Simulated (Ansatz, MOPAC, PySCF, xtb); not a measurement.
Dimer: NH3 (SMILES N) (first 4 atoms) with HI (SMILES I); geometry from B3LYP-D3(BJ)/def2-TZVP, rigid monomers moved along the line of their centres of mass till N1···H6 is 2.95 Å.
(charge 0, multiplicity 1):
```xyz
6

N     -0.08031    -0.08380     0.51714
H      0.15047    -0.96816     0.07880
H     -1.00253     0.20492     0.21118
H      0.59613     0.61364     0.22823
I     -0.01310    -0.54125     5.16357
H     -0.03784    -0.37251     3.44956
```

Counterpoise-corrected where a basis set is named; no monomer relaxation.

The state that PM7 reach isn't checked; PM7 holds dispersion and hydrogen-bond terms.

Programs: Ansatz (a program for electronic structure) with Gaussian orbitals; MOPAC for PM7 (differences of heats of formation); PySCF for the dispersion terms; xtb for the GFN methods.  In def2 rows elements past Kr take small-core potentials, without spin–orbit coupling.

**Question.** One of these levels gives -4.8 kJ/mol for the interaction energy. Which?
A. PM7
B. HF/def2-SVPD
C. B3LYP-D4/def2-TZVPPD
D. GFN1-xTB

**Answer.** D, GFN1-xTB. The others give -16.0 (PM7), -9.5 (HF/def2-SVPD), -11.7 (B3LYP-D4/def2-TZVPPD)
